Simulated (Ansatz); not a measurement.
Molecule: C$_{4}$H$_{12}$Mo, net charge 0, singlet state. This is an excited singlet: at this geometry the triplet lies 0.62 eV lower at RI-MP2/CBS(def2-TZVPPD,def2-QZVPPD)+[CCSD(T)-MP2]/def2-TZVPPD. SMILES: [CH3][Mo]([CH3])([CH3])[CH3]
Geometry from a B3LYP-D3(BJ)/def2-TZVP (Ansatz, an electronic-structure program) optimisation:
```
Mo
C 1 2.0802
H 2 1.0945 1 116.90
H 2 1.0945 3 109.68 1 -136.07
H 2 1.1065 3 108.22 4 -117.86
C 1 2.0802 2 102.93 3 -66.45
H 6 1.0945 1 116.90 2 66.45
H 6 1.0945 7 109.68 1 136.07
H 6 1.1065 7 108.22 8 117.86
C 1 2.0802 2 112.84 3 171.62
H 10 1.0945 1 116.90 2 171.62
H 10 1.0945 11 109.68 1 -136.07
H 10 1.1065 11 108.22 12 -117.86
C 1 2.0802 2 112.84 3 55.47
H 14 1.0945 1 116.90 2 -171.62
H 14 1.0945 15 109.68 1 136.07
H 14 1.1065 15 108.22 16 117.86
```

Quantity: vertical triplet-singlet gap (E(triplet) - E(singlet); each state is the SCF solution reached for its spin; the molecule has degenerate orbitals, so one determinant may break the symmetry; for the singlet the Hartree-Fock reference is unstable and T1 is 0.022), in kcal/mol. Cores are frozen in the correlated levels unless marked. UHF or UKS for open shells. Spin-orbit coupling is left out. The frozen core is the preceding noble-gas configuration, with the filled d and f shells of earlier blocks. Past Kr the def2 sets carry scalar-relativistic core potentials. CBS(X,Y): correlation extrapolated as X^-3; Hartree-Fock from the larger set. [CCSD(T)-MP2]/basis is that difference in the basis named.

```json
[
 {"level": "HF/def2-SVPD", "program": "Ansatz", "vertical triplet-singlet gap (kcal/mol)": "-29.2", "minus last row": "-14.9"},
 {"level": "HF/def2-TZVPPD", "program": "Ansatz", "vertical triplet-singlet gap (kcal/mol)": "-29.3", "minus last row": "-15.0"},
 {"level": "HF/def2-QZVPPD", "program": "Ansatz", "vertical triplet-singlet gap (kcal/mol)": "-29.4", "minus last row": "-15.1"},
 {"level": "PBE/def2-TZVPD", "program": "Ansatz", "vertical triplet-singlet gap (kcal/mol)": "-14.1", "minus last row": "0.2"},
 {"level": "r2SCAN/def2-TZVPD", "program": "Ansatz", "vertical triplet-singlet gap (kcal/mol)": "-20.1", "minus last row": "-5.8"},
 {"level": "B3LYP/def2-TZVPD", "program": "Ansatz", "vertical triplet-singlet gap (kcal/mol)": "-13.9", "minus last row": "0.4"},
 {"level": "PBE0/def2-TZVPD", "program": "Ansatz", "vertical triplet-singlet gap (kcal/mol)": "-17.3", "minus last row": "-3.0"},
 {"level": "BHLYP/def2-TZVPD", "program": "Ansatz", "vertical triplet-singlet gap (kcal/mol)": "-17.6", "minus last row": "-3.3"},
 {"level": "CAM-B3LYP/def2-TZVPD", "program": "Ansatz", "vertical triplet-singlet gap (kcal/mol)": "-14.7", "minus last row": "-0.4"},
 {"level": "wB97M-V/def2-TZVPD", "program": "Ansatz", "vertical triplet-singlet gap (kcal/mol)": "-12.6", "minus last row": "1.7"},
 {"level": "B2PLYP/def2-TZVPD", "program": "Ansatz", "vertical triplet-singlet gap (kcal/mol)": "-14.8", "minus last row": "-0.5"},
 {"level": "MP2/def2-SVPD", "program": "Ansatz", "vertical triplet-singlet gap (kcal/mol)": "-17.1", "minus last row": "-2.8"},
 {"level": "RI-MP2/def2-TZVPPD", "program": "Ansatz", "vertical triplet-singlet gap (kcal/mol)": "-15.1", "minus last row": "-0.8"},
 {"level": "RI-MP2/def2-QZVPPD", "program": "Ansatz", "vertical triplet-singlet gap (kcal/mol)": "-14.6", "minus last row": "-0.3"},
 {"level": "RI-MP2/CBS(def2-TZVPPD,def2-QZVPPD)", "program": "Ansatz", "vertical triplet-singlet gap (kcal/mol)": "-14.2", "minus last row": "0.1"},
 {"level": "SCS-MP2/def2-TZVPPD", "program": "Ansatz", "vertical triplet-singlet gap (kcal/mol)": "-10.6", "minus last row": "3.7"},
 {"level": "CCSD/def2-SVPD", "program": "Ansatz", "vertical triplet-singlet gap (kcal/mol)": "-18.3", "minus last row": "-4.0"},
 {"level": "CCSD/def2-TZVPPD", "program": "Ansatz", "vertical triplet-singlet gap (kcal/mol)": "-17.4", "minus last row": "-3.1"},
 {"level": "CCSD(T)/def2-SVPD", "program": "Ansatz", "vertical triplet-singlet gap (kcal/mol)": "-16.4", "minus last row": "-2.1"},
 {"level": "CCSD(T)/def2-TZVPPD", "program": "Ansatz", "vertical triplet-singlet gap (kcal/mol)": "-15.2", "minus last row": "-0.9"},
 {"level": "RI-MP2/CBS(def2-TZVPPD,def2-QZVPPD)+[CCSD(T)-MP2]/def2-TZVPPD", "program": "Ansatz", "vertical triplet-singlet gap (kcal/mol)": "-14.3", "minus last row": "0.0"}
]
```
